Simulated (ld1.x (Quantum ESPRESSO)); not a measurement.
# Gd (Z = 64): excitation energies, all-electron against TM

gadolinium, norm-conserving Troullier–Martins (Kleinman–Bylander form), made with ld1.x (Quantum ESPRESSO) 7.5 (PBE, scalar-relativistic). Core [Kr] 4d10 5s2, reference 4f7 5p6 5d1 6s1 6p1. Waves: 6s (bound): rc 3.50 bohr; 5p (bound): rc 2.60 bohr; 4f (bound): rc 1.30 bohr; 5d (bound): rc 2.25 bohr. Local part: the d channel. Core correction: none.

Occupied shells without a wave of their own: 6p. They enter only through the test configuration that unscreens the potential.

Energies are relative to the spin-unpolarised reference configuration 4f7 5p6 5d1 6s1 6p1; without spin polarisation the order of configurations can differ from experiment.

(1) Give the all-electron excitation energy and the error of the potential for: 4f7 5p6 5d1 6s2 6p0; 4f7 5p6 5d1 6s1 6p0; 4f7 5p6 5d1 6s0 6p0; 4f8 5p6 5d0 6s2 6p0; 4f7 5p6 5d1 6s0 6p1; 4f7 5p6 5d1.5 6s1.5 6p0; 4f8 5p6 5d1 6s0 6p0.

Note: ghost state, extra bound levels that the all-electron valence spectrum of the same l lacks: s at -28.7 eV. A true bound ghost makes a file unfit for plane-wave use.

## Answers

(1)

| valence configuration | charge | ΔE all-electron (eV) | error AE − PS (meV) |
| --- | --- | --- | --- |
| 4f7 5p6 5d1 6s2 6p0 | 0 | -2.869 | -153 |
| 4f7 5p6 5d1 6s1 6p0 | +1 | 3.776 | -277 |
| 4f7 5p6 5d1 6s0 6p0 | +2 | 15.876 | -418 |
| 4f8 5p6 5d0 6s2 6p0 | 0 | -6.645 | -148 |
| 4f7 5p6 5d1 6s0 6p1 | +1 | 7.352 | -4.3 |
| 4f7 5p6 5d1.5 6s1.5 6p0 | 0 | -2.025 | -125 |
| 4f8 5p6 5d1 6s0 6p0 | +1 | 1.212 | -364 |

ld1.x printed “convergence not achieved” for 2 of the counted tests; their residual had stalled under 1e-8, short of the target of 1e-14. The 6p level has no wave, so the channel is fitted at the deeper level alone: the likely source of the large errors.
